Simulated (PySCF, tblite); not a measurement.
Species: C5H7F3OSi.
Z-matrix (Å and degrees, GFN2-xTB geometry), rows numbered from 1:
```
O 
C   1  1.2055
C   2  1.4661  1  126.67
Si  3  1.8987  2  115.83  1   149.53
C   3  1.3368  2  122.10  1   -32.31
C   5  1.4981  3  126.22  2    -1.60
C   6  1.5172  5  110.16  3  -122.18
F   7  1.3432  6  112.68  5   -61.16
F   7  1.3421  6  112.24  5    58.83
F   7  1.3404  6  112.11  5   178.83
H   2  1.1082  1  120.49  3   178.16
H   4  1.4604  3  107.62  2  -176.57
H   4  1.4634  3  107.79  2    63.08
H   4  1.4630  3  108.19  2   -56.30
H   5  1.0835  3  119.37  2  -178.55
H   6  1.0910  5  111.81  3    -1.29
H   6  1.0937  5  109.94  3   119.65
```

The calculation used PBE0/pcSseg-1 in PySCF (dipole) on a GFN2-xTB geometry, gas phase.

Take the most abundant isotopes and a rigid rotor. The values belong to one conformer with, in the numbering `[O:1]=[CH:2]/[C:3]([SiH3:4])=[CH:5]\[CH2:6][C:7]([F:8])([F:9])[F:10]`, O1–C2–C3–Si4 150°, C3–C5–C6–C7 -122°.

Problem. What are A, B and C (MHz)?

Solution. Ia = 276.41, Ib = 853.24, Ic = 1012.53 u·Å²; 505379 MHz·u·Å²/I gives A = 1828, B = 592.3, C = 499.1 MHz.

Problem. Classify the top.

Solution. An asymmetric top. Ray's parameter κ = (2B − A − C)/(A − C) = -0.860; −1 is the prolate and +1 the oblate limit.

Problem. Is it planar, by Δ = Ic − Ia − Ib?

Solution. Not planar: Δ = Ic − Ia − Ib = -117.13 u·Å². For a rigid frame Δ = −2 Σ m c², so Σ m c² = 58.56 u·Å² lies off the ab plane: 8.51 from hydrogen and 50.05 from heavier atoms. The atom farthest from that plane is 1.81 Å away.

Problem. List the rotational levels J(Ka,Kc) to J = 2 (cm⁻¹).

Solution. Above 0(0,0):
J = 1: 1(0,1) 0.0364, 1(1,1) 0.0776, 1(1,0) 0.0807
J = 2: 2(0,2) 0.1090, 2(1,2) 0.1473, 2(1,1) 0.1567, 2(2,1) 0.2804, 2(2,0) 0.2805
Those of J = 1 are B + C, A + C and A + B.

Problem. Predict some low-J microwave lines.

Solution. The dipole components are |μa| = 2.00 D, |μb| = 1.68 D, |μc| = 0.64 D. The squared components, which scale the intensities, stand as 1.00 : 0.71 : 0.10 (a : b : c). Some lines, for components of 0.1 D or more:

```json
{"type": "c", "branch": "Q", "J(Ka,Kc)": "3(1,3) ← 3(0,3)", "MHz": "1025", "lower level (cm⁻¹)": "0.218"}
{"type": "a", "branch": "R", "J(Ka,Kc)": "1(0,1) ← 0(0,0)", "MHz": "1091", "lower level (cm⁻¹)": "0.000"}
{"type": "c", "branch": "Q", "J(Ka,Kc)": "2(1,2) ← 2(0,2)", "MHz": "1148", "lower level (cm⁻¹)": "0.109"}
{"type": "b", "branch": "Q", "J(Ka,Kc)": "4(1,3) ← 4(0,4)", "MHz": "1810", "lower level (cm⁻¹)": "0.362"}
{"type": "b", "branch": "R", "J(Ka,Kc)": "1(1,1) ← 0(0,0)", "MHz": "2327", "lower level (cm⁻¹)": "0.000"}
{"type": "a", "branch": "R", "J(Ka,Kc)": "3(1,3) ← 2(1,2)", "MHz": "3131", "lower level (cm⁻¹)": "0.147"}
{"type": "b", "branch": "Q", "J(Ka,Kc)": "2(2,1) ← 2(1,2)", "MHz": "3988", "lower level (cm⁻¹)": "0.147"}
{"type": "a", "branch": "R", "J(Ka,Kc)": "4(0,4) ← 3(0,3)", "MHz": "4316", "lower level (cm⁻¹)": "0.218"}
{"type": "b", "branch": "R", "J(Ka,Kc)": "4(1,4) ← 3(0,3)", "MHz": "5195", "lower level (cm⁻¹)": "0.218"}
{"type": "b", "branch": "R", "J(Ka,Kc)": "2(2,0) ← 1(1,1)", "MHz": "6082", "lower level (cm⁻¹)": "0.078"}
{"type": "b", "branch": "Q", "J(Ka,Kc)": "4(3,1) ← 4(2,2)", "MHz": "6356", "lower level (cm⁻¹)": "0.538"}
{"type": "c", "branch": "Q", "J(Ka,Kc)": "4(4,1) ← 4(3,1)", "MHz": "8968", "lower level (cm⁻¹)": "0.750"}
{"type": "b", "branch": "Q", "J(Ka,Kc)": "4(4,1) ← 4(3,2)", "MHz": "8970", "lower level (cm⁻¹)": "0.750"}
{"type": "b", "branch": "R", "J(Ka,Kc)": "3(3,0) ← 2(2,1)", "MHz": "9691", "lower level (cm⁻¹)": "0.280"}
{"type": "b", "branch": "R", "J(Ka,Kc)": "4(3,2) ← 3(2,1)", "MHz": "10766", "lower level (cm⁻¹)": "0.390"}
```

Problem. Estimate the classical rotational partition function at 200 K, 298.15 K and 500 K.

Solution. Point group C1, symmetry number σ = 1; q = (√π/σ)·√((kT/h)³/(ABC)), k/h = 20836.6 MHz/K: 649000 at 200 K, 1180000 at 298.15 K, 2560000 at 500 K.

Its GFN2-xTB frequencies are all real (lowest 17 cm⁻¹). Zero-point vibration and centrifugal distortion are left out. A rigid rotor knows nothing of internal rotation, which can split or shift real lines.

On an Arm Neoverse N1 with one thread, on a shared host, this took 90 s wall (with the writing of density and orbital grids) and 0.94 GiB of memory at its peak. This is the PBE0/pcSseg-1 job that gave the dipole, with the shieldings it also computed.
